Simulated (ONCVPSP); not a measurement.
# Ho: ONCV pseudisation with PBE, scalar-relativistic reference atom.

Input for ONCVPSP 4.0.1:

```
# ATOM AND REFERENCE CONFIGURATION
# atsym  z   nc   nv     iexc    psfile
  Ho 67.00    9    5        4      upf
#
#   n    l    f
    1    0    2.00
    2    0    2.00
    2    1    6.00
    3    0    2.00
    3    1    6.00
    3    2   10.00
    4    0    2.00
    4    1    6.00
    4    2   10.00
    4    3   10.00
    5    0    2.00
    5    1    6.00
    5    2    1.00
    6    0    2.00
#
# PSEUDOPOTENTIAL AND OPTIMIZATION
# lmax
    3
#
#   l,   rc,      ep,       ncon, nbas, qcut
    0    1.90    0.00    4    8    7.10
    1    2.40    0.00    4    7    4.60
    2    2.15    0.00    5    9    4.10
    3    0.90    0.00    3    7   21.70
#
# LOCAL POTENTIAL
# lloc, lpopt,  rc(5),   dvloc0
    3    5    0.90    0.00
#
# VANDERBILT-KLEINMAN-BYLANDER PROJECTORs
# l, nproj, debl
    0    2    1.90
    1    1    2.80
    2    1    1.90
    3    0    2.20
#
# MODEL CORE CHARGE
# icmod, fcfact, rcfact
    1    0.55    0.00
#
# LOG DERIVATIVE ANALYSIS
# epsh1, epsh2, depsh
   -3.00    5.00    0.02
#
# OUTPUT GRID
# rlmax, drl
    6.00    0.01
#
# TEST CONFIGURATIONS
# ncnf
    4
# nvcnf
#   n    l    f
    5
    4    3   11.00
    5    0    2.00
    5    1    6.00
    5    2    0.00
    6    0    2.00
#
    5
    4    3   11.00
    5    0    2.00
    5    1    6.00
    5    2    0.00
    6    0    1.00
#
    5
    4    3   11.00
    5    0    2.00
    5    1    6.00
    5    2    0.00
    6    0    0.00
#
    5
    4    3   11.00
    5    0    2.00
    5    1    6.00
    5    2    0.00
    6    0    1.50
#
```

Command:

```bash
oncvpsp.x < Ho.dat > Ho.out
```

The program printed (shortened: citation, most of the input echo, consistency checks and plot data are left out):

```
ONCVPSP  (Optimized Norm-Conservinng Vanderbilt PSeudopotential)
scalar-relativistic version 4.0.1

#   n    l    f        energy (Ha)
    1    0    2.00    -2.0398653E+03
    2    0    2.00    -3.4141636E+02
    2    1    6.00    -3.0246438E+02
    3    0    2.00    -7.6483556E+01
    3    1    6.00    -6.4582985E+01
    3    2   10.00    -4.9492641E+01
    4    0    2.00    -1.5327058E+01
    4    1    6.00    -1.1406690E+01
    4    2   10.00    -6.1123921E+00
    4    3   10.00    -3.4388422E-01
    5    0    2.00    -1.9995104E+00
    5    1    6.00    -1.0706613E+00
    5    2    1.00    -8.0819091E-02
    6    0    2.00    -1.5941147E-01

Reference configufation results
  iterations    35
  all-electron total energy (Ha)   -1.26161785D+04

Begin loop to  construct optimized pseudo wave functions
and semi-local pseudopoentials for all angular momenta

Calculating optimized projector #   1

 for l=   0

    Fraction of norm inside rc  0.924334
    Optimizing pswf for qcut=   7.09 a_B^-1,  ecut=  25.13 Ha
    Residual kinetic energy error=  3.71D-07 Ha

    Energy error per electron        Cutoff
         Ha          eV             Ha
         0.01000     0.27211       12.88
         0.00100     0.02721       16.63
         0.00010     0.00272       19.68
         0.00001     0.00027       22.08

Calculating optimized projector #   2

 for l=   0

    Fraction of norm inside rc  0.046370
    Optimizing pswf for qcut=   7.09 a_B^-1,  ecut=  25.13 Ha
    Residual kinetic energy error=  2.95D-07 Ha

    Energy error per electron        Cutoff
         Ha          eV             Ha
         0.01000     0.27211        9.47
         0.00100     0.02721       14.70
         0.00010     0.00272       18.55
         0.00001     0.00027       21.55

Calculating optimized projector #   1

 for l=   1

    Fraction of norm inside rc  0.941577
    Optimizing pswf for qcut=   4.60 a_B^-1,  ecut=  10.60 Ha
    Residual kinetic energy error=  1.71D-05 Ha

    Energy error per electron        Cutoff
         Ha          eV             Ha
         0.01000     0.27211        6.21
         0.00100     0.02721        8.10
         0.00010     0.00272        9.49
         0.00001     0.00027       12.27

Calculating optimized projector #   1

 for l=   2

    Fraction of norm inside rc  0.370981
    Optimizing pswf for qcut=   4.10 a_B^-1,  ecut=   8.39 Ha
    Residual kinetic energy error=  1.77D-03 Ha

    Energy error per electron        Cutoff
         Ha          eV             Ha
         0.01000     0.27211        6.47
         0.00100     0.02721        9.23
         0.00010     0.00272       30.19
         0.00001     0.00027       57.62

Calculating optimized projector #   1

 for l=   3

    Fraction of norm inside rc  0.693696
    Optimizing pswf for qcut=  21.72 a_B^-1,  ecut= 235.88 Ha
    Residual kinetic energy error=  1.05D-06 Ha

    Energy error per electron        Cutoff
         Ha          eV             Ha
         0.01000     0.27211      152.45
         0.00100     0.02721      176.22
         0.00010     0.00272      195.48
         0.00001     0.00027      211.56

Construct Vanderbilt / Kleinmman-Bylander projectors

B matrix Hermiticity error, ll=   0
   1   2    1.6788E-04

  Orthonormal projector coefficients  2.9884E+01  2.7576E+00

Model core correction analysis
  based on d2Exc/dn_idn_j

d2excae - all-electron derivatives

   -2.077352D-02   -1.211550D-02   -8.898123D-03   -2.472722D-03
   -7.895301D-04
   -1.210812D-02   -2.658352D-02   -2.315832D-02   -7.434073D-03
   -1.202915D-03
   -8.895739D-03   -2.320372D-02   -2.339448D-02   -9.959968D-03
   -1.239275D-03
   -2.548935D-03   -7.731125D-03   -1.053522D-02   -7.429378D-03
   -1.202712D-03
   -8.850699D-04   -1.506279D-03   -1.938556D-03   -1.935006D-03
   -6.163752D-04

d2excps - pseudofunction derivatives with no core correction

   -4.473821D-02   -1.751862D-02   -1.273793D-02   -2.614495D-03
   -1.248315D-03
   -1.751133D-02   -2.763372D-02   -2.375029D-02   -7.857406D-03
   -1.295029D-03
   -1.273566D-02   -2.379586D-02   -2.300609D-02   -1.004661D-02
   -1.363630D-03
   -2.690818D-03   -8.154820D-03   -1.062265D-02   -7.601796D-03
   -1.232122D-03
   -1.344010D-03   -1.598726D-03   -2.063850D-03   -1.965409D-03
   -6.327252D-04

rms 2nd derivative error    5.157728E-03

Polynomial model core charge

d2excps - pseudofunction derivatives with core correction

   -2.412213D-02   -1.313764D-02   -1.003232D-02   -2.464978D-03
   -8.505075D-04
   -1.313030D-02   -2.467861D-02   -2.185506D-02   -7.681174D-03
   -1.060046D-03
   -1.002997D-02   -2.190047D-02   -2.178593D-02   -9.928404D-03
   -1.214349D-03
   -2.541192D-03   -7.978143D-03   -1.050363D-02   -7.581859D-03
   -1.217183D-03
   -9.460499D-04   -1.363307D-03   -1.913598D-03   -1.949454D-03
   -6.108100D-04

rms 2nd derivative error    1.013630E-03

Pseudoatom total energy -170.137979

Diagnostic tests using Vanderbilt-Kleinman-Bylander pseudopotentials
  1 or more projectors used as specified by nproj input data

   l    rcore       rmatch      e in        delta e   norm test  slope test

   0   1.9023616   1.9601215  -1.9995104  -0.0000008   1.0001326   1.0001287
   0   1.9023616   1.9601215  -0.1594115   0.0000021   1.0000356   1.0000330

   1   2.4022286   2.4751654  -1.0706613  -0.0000001   0.9999993   0.9999985

   2   2.1570026   2.2224939  -0.0808191   0.0000011   1.0000029   1.0000030

   3   0.9006281   0.9279731  -0.3438842   0.0000600   1.0000152   0.9999296

 Testing for bound ghosts
   n   l    E NL Schr. Eq   E Basis Diag.   E Cutoff

       0                      -40.881710     72.98  WARNING - GHOST(-)
   1   0       -1.999511       -1.998103     72.98
   2   0       -0.159409       -0.104799     72.98

       1                      -21.163242     27.11  WARNING - GHOST(-)
   2   1       -1.070661       -1.065856     27.11

       2                      -10.067104     73.84  WARNING - GHOST(-)
   3   2       -0.080818       -0.070983     73.84

 Testing for highly-localized positive-energy ghosts
       l    <radius>/rc     E Basis Diag.   E Cutoff

       0        0.235806        1.314518     72.98  WARNING - GHOST(+)

Test configuration 0

   n   l     f        eae           eps        diff
   1   0  2.0000-2039.86528117
   2   0  2.0000 -341.41635558
   2   1  6.0000 -302.46438253
   3   0  2.0000  -76.48355598
   3   1  6.0000  -64.58298468
   3   2 10.0000  -49.49264074
   4   0  2.0000  -15.32705834
   4   1  6.0000  -11.40669001
   4   2 10.0000   -6.11239206
   4   3 10.0000   -0.34388422   -0.34382417    6.00D-05
   5   0  2.0000   -1.99951044   -1.99951128   -8.41D-07
   5   1  6.0000   -1.07066134   -1.07066149   -1.49D-07
   5   2  1.0000   -0.08081909   -0.08081801    1.08D-06
   6   0  2.0000   -0.15941147   -0.15940932    2.15D-06

    Total energies and differences
      AE_ref= -1.26161785D+04  AE_tst= -1.26161785D+04  dif=  0.00D+00
      PS_ref= -1.70137979D+02  PS_tst= -1.70137979D+02  dif=  5.68D-14
      PSP excitation error= -5.68D-14

Test configuration 1

   n   l     f        eae           eps        diff
   1   0  2.0000-2039.62290091
   2   0  2.0000 -341.15578145
   2   1  6.0000 -302.20646956
   3   0  2.0000  -76.19512378
   3   1  6.0000  -64.29507009
   3   2 10.0000  -49.20743062
   4   0  2.0000  -15.04995608
   4   1  6.0000  -11.13477119
   4   2 10.0000   -5.84882187
   4   3 11.0000   -0.11551181   -0.11524934    2.62D-04
   5   0  2.0000   -1.85131365   -1.85381054   -2.50D-03
   5   1  6.0000   -0.95059201   -0.95162287   -1.03D-03
   6   0  2.0000   -0.13922608   -0.13922013    5.95D-06

    Total energies and differences
      AE_ref= -1.26161785D+04  AE_tst= -1.26163487D+04  dif= -1.70D-01
      PS_ref= -1.70137979D+02  PS_tst= -1.70304749D+02  dif= -1.67D-01
      PSP excitation error= -3.36D-03

Test configuration 2

   n   l     f        eae           eps        diff
   1   0  2.0000-2039.86288166
   2   0  2.0000 -341.39475511
   2   1  6.0000 -302.44557870
   3   0  2.0000  -76.43277895
   3   1  6.0000  -64.53275153
   3   2 10.0000  -49.44523371
   4   0  2.0000  -15.28812980
   4   1  6.0000  -11.37314616
   4   2 10.0000   -6.08747897
   4   3 11.0000   -0.35465634   -0.35492037   -2.64D-04
   5   0  2.0000   -2.09299742   -2.09600425   -3.01D-03
   5   1  6.0000   -1.19171163   -1.19314896   -1.44D-03
   6   0  1.0000   -0.32895619   -0.32906410   -1.08D-04

    Total energies and differences
      AE_ref= -1.26161785D+04  AE_tst= -1.26161160D+04  dif=  6.25D-02
      PS_ref= -1.70137979D+02  PS_tst= -1.70072524D+02  dif=  6.55D-02
      PSP excitation error= -2.96D-03

Test configuration 3

   n   l     f        eae           eps        diff
   1   0  2.0000-2040.14541002
   2   0  2.0000 -341.67540190
   2   1  6.0000 -302.72642396
   3   0  2.0000  -76.71130269
   3   1  6.0000  -64.81131332
   3   2 10.0000  -49.72398569
   4   0  2.0000  -15.56744280
   4   1  6.0000  -11.65275653
   4   2 10.0000   -6.36749108
   4   3 11.0000   -0.63498034   -0.63536228   -3.82D-04
   5   0  2.0000   -2.37646026   -2.37975929   -3.30D-03
   5   1  6.0000   -1.47301098   -1.47465414   -1.64D-03

    Total energies and differences
      AE_ref= -1.26161785D+04  AE_tst= -1.26156819D+04  dif=  4.97D-01
      PS_ref= -1.70137979D+02  PS_tst= -1.69638023D+02  dif=  5.00D-01
      PSP excitation error= -3.29D-03

Test configuration 4

   n   l     f        eae           eps        diff
   1   0  2.0000-2039.73697998
   2   0  2.0000 -341.26947952
   2   1  6.0000 -302.32022768
   3   0  2.0000  -76.30826589
   3   1  6.0000  -64.40822397
   3   2 10.0000  -49.32063689
   4   0  2.0000  -15.16332556
   4   1  6.0000  -11.24822906
   4   2 10.0000   -5.96240524
   4   3 11.0000   -0.22934717   -0.22936276   -1.56D-05
   5   0  2.0000   -1.96631046   -1.96905038   -2.74D-03
   5   1  6.0000   -1.06545173   -1.06667125   -1.22D-03
   6   0  1.5000   -0.23088939   -0.23088629    3.10D-06

    Total energies and differences
      AE_ref= -1.26161785D+04  AE_tst= -1.26162560D+04  dif= -7.74D-02
      PS_ref= -1.70137979D+02  PS_tst= -1.70212341D+02  dif= -7.44D-02
      PSP excitation error= -3.05D-03
```

Note: ghosts flagged at negative energy: s at -1112.4 eV, p at -575.9 eV, d at -273.9 eV; GHOST(+) flagged for s at 35.8 eV. A true bound ghost makes a file unfit for plane-wave use.

The run took about 4.9 s on one core of a shared server CPU.
